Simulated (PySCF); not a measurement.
A side-by-side comparison of computed properties.

First species: C8H9P.
InChI=1S/C8H9P/c1-2-6-9-8(3-1)7-4-5-7/h1-3,6-7H,4-5H2

Second species: 1,3-dithiolane-2-thione, C3H4S3.
SMILES: `C1CSC(=S)S1`

Levels: CAM-B3LYP/def2-SVPD for dipole moment, HOMO energy, LUMO energy, HOMO–LUMO gap, static isotropic polarisability and electronic spatial extent ⟨r²⟩ about the centre of nuclear charge; TDDFT CAM-B3LYP/def2-SVPD for lowest singlet excitation; TDA CAM-B3LYP/def2-SVPD for lowest triplet excitation (Tamm–Dancoff); ΔSCF CAM-B3LYP/def2-SVPD for vertical ionisation energy; PBE0-D3(BJ)/def2-SVP for rotational constant A and rotational constant C. Geometries: PBE0-D3(BJ)/def2-SVP. All species are isolated and taken at one optimised geometry, non-relativistic unless stated. Electronic properties by PySCF.

The conformers computed, where there is a choice (atom-mapped SMILES and torsion angles):
- `[cH:1]1[cH:2][cH:3][c:4]([CH:5]2[CH2:6][CH2:7]2)[p:8][cH:9]1`: C3–C4–C5–C6 -145°

Q: Which of the two has the higher S1 energy, and by how much?

A: The first: 4.55 eV against 2.82 eV, a difference of 1.73 eV.

Q: Which has the higher LUMO energy?

A: The first: -0.40 eV against -1.01 eV, a difference of 0.61 eV.

Q: Which has the higher dipole moment?

A: The second: 5.12 D against 1.37 D, a difference of 3.75 D.

Q: Which of the two has the higher rotational constant A, and by how much?

A: The second: 3.155 GHz against 3.123 GHz, a difference of 0.032 GHz.

Q: Which has the higher T1 energy?

A: The first: 3.04 eV against 2.45 eV, a difference of 0.59 eV.

Q: Which of the two has the higher static isotropic polarisability, and by how much?

A: The first: 116.0 au against 98.3 au, a difference of 17.7 au.

Q: Which of the two has the higher vertical ionisation energy, and by how much?

A: The second: 8.48 eV against 8.41 eV, a difference of 0.07 eV.

Q: Which has the higher ⟨r²⟩?

A: The first: 1424 bohr² against 984 bohr², a difference of 440 bohr².

On the first: In wavenumbers S1 is 36700 cm⁻¹ (1 eV = 8065.54 cm⁻¹). In atomic units the dipole is 0.54 e·bohr (1 au = 2.5417 D).

On the second: The 10 singlets span 2.82 to 6.59 eV, and their oscillator strengths add up to 0.39. In atomic units the dipole is 2.02 e·bohr (1 au = 2.5417 D).
